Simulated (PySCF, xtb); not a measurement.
AlClH₄O₂Si, SMILES [SiH2]([Al]([OH])[OH])Cl.

GFN2-xTB (xtb) at its own geometry gives an orbital gap of 4.06 eV and a dipole moment of 2.77 D.

The structure is a stationary point at TPSSh-D3(BJ)/def2-SVP. The structure was generated by enumeration; whether it is a known compound was not checked. The values are those of a single conformer.

**Question.** What does PBE/def2-TZVP in PySCF give? (Estimate from the structure and the level; the computed values follow.)

**Answer.** gap 4.90 eV (levels -6.72 and -1.82 eV), dipole 0.97 D.
